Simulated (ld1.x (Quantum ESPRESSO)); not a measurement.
**Which change was made? (I, TM)**

ld1.x (Quantum ESPRESSO) 7.5 input, shortened:

```
&input
   title='I', zed=53., rel=1, dft='PZ', iswitch=3,
   config='[Kr] 4d10 5s2 5p5 5d-2'
 /
 &inputp
   pseudotype=2, tm=.true., lloc=1,
   nlcc=.true., new_core_ps=.true.
 /
3
5S  1  0   2.00   0.00  1.30  1.30  0.0
5D  3  2  -2.00   0.40  1.85  1.85  0.0
5P  2  1   5.00   0.00  2.00  2.00  0.0
 &test
   configts(1)='5s2 5p5'
 /
```

Cutoffs, loose and tight: the cutoffs (Ry, on a coarse ladder) from which the occupation-weighted sum of valence levels, in a spherical-Bessel basis at the reference potential, stays within 10 and 1 mRy of its value at 400 Ry. They do not see the model core or the augmentation charge, which bear on the density cutoff. Test errors are all-electron minus pseudo excitation energies from the reference, over the configurations 5s2 5p4; 5s2 5p3; 5s2 5p2; 5s2 5p1; 5s2 5p4.5; 5s1 5p6; 5s1 5p5 (two spin-polarised tests are not counted in the largest error); variants that change the core or the reference have their own tests.

The base gives: outcome: generated; cutoff, loose: 110 Ry; cutoff, tight: 230 Ry; bound ghosts: d; largest test error (meV): -92.

Question: After one change the result is: outcome: generated; cutoff, loose: 200 Ry; cutoff, tight: 300 Ry; bound ghosts: d; largest test error (meV): +516. Which change was it?
A. wave 5p (bound): rc 2.00 bohr becomes 5p (bound): rc 2.38 bohr
B. wave 5p (bound): rc 2.00 bohr becomes 5p (bound): rc 1.30 bohr
C. wave 5p (bound): rc 2.00 bohr becomes 5p (bound): rc 2.62 bohr
D. wave 5p (bound): rc 2.00 bohr becomes 5p (bound): rc 1.46 bohr
E. wave 5p (bound): rc 2.00 bohr becomes 5p (bound): rc 3.04 bohr

Answer: B. The others give: wave 5p (bound): rc 2.00 bohr becomes 5p (bound): rc 1.46 bohr → outcome: generated; cutoff, loose: 140 Ry; cutoff, tight: 230 Ry; bound ghosts: d; largest test error (meV): -83 | wave 5p (bound): rc 2.00 bohr becomes 5p (bound): rc 2.38 bohr → outcome: generated; cutoff, loose: 110 Ry; cutoff, tight: 230 Ry; bound ghosts: d; largest test error (meV): -70 | wave 5p (bound): rc 2.00 bohr becomes 5p (bound): rc 3.04 bohr → outcome: generated; cutoff, loose: 120 Ry; cutoff, tight: 230 Ry; bound ghosts: d, s; largest test error (meV): -541 | wave 5p (bound): rc 2.00 bohr becomes 5p (bound): rc 2.62 bohr → outcome: generated; cutoff, loose: 110 Ry; cutoff, tight: 230 Ry; bound ghosts: d; largest test error (meV): +115.
